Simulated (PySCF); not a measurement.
## Working out the ionisation energy of Cl⁺

Cl⁺ [Ne] 3s2 3p4 (3P) → Cl²⁺ [Ne] 3s2 3p3 (4S). Computed with PySCF 2.14 in Sapporo-DZP-2012 (5s4p2d, 27 functions), with scalar relativity by spin-free X2C-1e. Frozen: [Ne]. Energies in hartree (1 hartree = 27.21139 eV):

```
            part  Cl⁺ (lower)  Cl²⁺ (upper)
             UHF  -460.253025   -459.424402
CCSD correlation    -0.113559     -0.094853
             (T)    -0.001415     -0.000963
```

**Question.** What does Hartree-Fock give?

**Answer.** (-459.424402) − (-460.253025) = 0.828623 hartree = 22.548 eV.

**Question.** What do CCSD and CCSD(T) give?

**Answer.** The CCSD correlation energies differ by 0.018706 hartree = 0.509 eV and the triples by 0.000452 hartree = 0.012 eV, so CCSD gives 23.057 eV and CCSD(T) 23.069 eV.

Measured between the centres of the two terms (NIST): 23.771 eV, so CCSD(T) (valence) is off by -0.702 eV.

A double-zeta basis recovers only part of the correlation energy.

What remains against the reference includes basis incompleteness, the frozen core and higher excitations.
